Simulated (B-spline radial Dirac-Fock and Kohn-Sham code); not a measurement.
**1s emission of In⁺**

System: the In⁺ ion, [Kr] 4d10 5s2, inside a Watson sphere of charge -1 and radius 2 Å (a model of the Madelung potential; inside it an electron's potential energy is raised by 7.2 eV).

The computed values come from an atomic code on a B-spline grid: one-electron (LDA, Dirac) transition rates at Dirac-Fock energies.

| line | multipole | energy (eV) | width (meV) | share (%) |
| --- | --- | --- | --- | --- |
| Kα2 | E1 | 24000.1 | 1900 | 29.0 |
| Kα1 | E1 | 24208.1 | 3560 | 54.3 |
| Kβ3 | E1 | 27233.6 | 313 | 4.78 |
| Kβ1 | E1 | 27272.0 | 610 | 9.31 |
| Kβ5'' | E2 | 27488.3 | 2.46 | 0.0375 |
| Kβ5' | E2 | 27495.9 | 3.41 | 0.0521 |
| Kβ2'' | E1 | 27850.5 | 56.4 | 0.862 |
| Kβ2' | E1 | 27857.2 | 109 | 1.67 |

The listed lines hold 100.0 % of the radiative rate. The radiative width is 6.55 eV in the length form and 6.71 eV in the velocity form; the two differ because the transition energies are not eigenvalue differences of the potential that gave the orbitals. Kα2/Kα1 is 0.533 and Kβ/Kα is 0.201.
